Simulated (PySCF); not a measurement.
Electronic structure of Zn⁺ (zinc, charge +1) at the MN15 level

Configuration: [Ar] 3d10 4s1, 2S determinant. Calculation: PySCF 2.14, in Sapporo-DKH3-DZP-2012; the spin-free X2C one-electron Hamiltonian (Gaussian nucleus).

```
Total energy                        : -1796.748 hartree
One-electron energy                 : -2492.665 hartree
Hartree (Coulomb) energy            : 768.946 hartree
Exchange-correlation energy         : -73.030 hartree
⟨S²⟩                                : 0.7503
⟨L²⟩                                : 0.000
Sum of ⟨r⟩                          : 18.77 bohr
Sum of ⟨r²⟩                         : 22.57 bohr²
Langevin diamagnetic susceptibility : -17.9 ×10⁻⁶ cm³/mol
Time after the integrals            : 1.1 s of wall time on 1 thread of Neoverse-V2 (shared host)
```

| shell | electrons | mean orbital energy (hartree) | rms radius, mean of both spins (bohr) |
| --- | --- | --- | --- |
| 1s α | 1 | -350.00601 | 0.0580 |
| 1s β | 1 | -350.00445 | 0.0580 |
| 2s β | 1 | -42.49177 | 0.247 |
| 2s α | 1 | -42.49145 | 0.247 |
| 2p β | 3 | -37.38845 | 0.219 |
| 2p α | 3 | -37.38708 | 0.219 |
| 3s α | 1 | -5.10338 | 0.745 |
| 3s β | 1 | -5.09911 | 0.745 |
| 3p α | 3 | -3.56304 | 0.781 |
| 3p β | 3 | -3.56243 | 0.781 |
| 3d α | 5 | -0.88510 | 1.03 |
| 3d β | 5 | -0.88041 | 1.03 |
| 4s α | 1 | -0.57938 | 2.61 |

Densities and radii are taken from the X2C orbitals without a picture-change correction, which distorts them close to the nucleus.
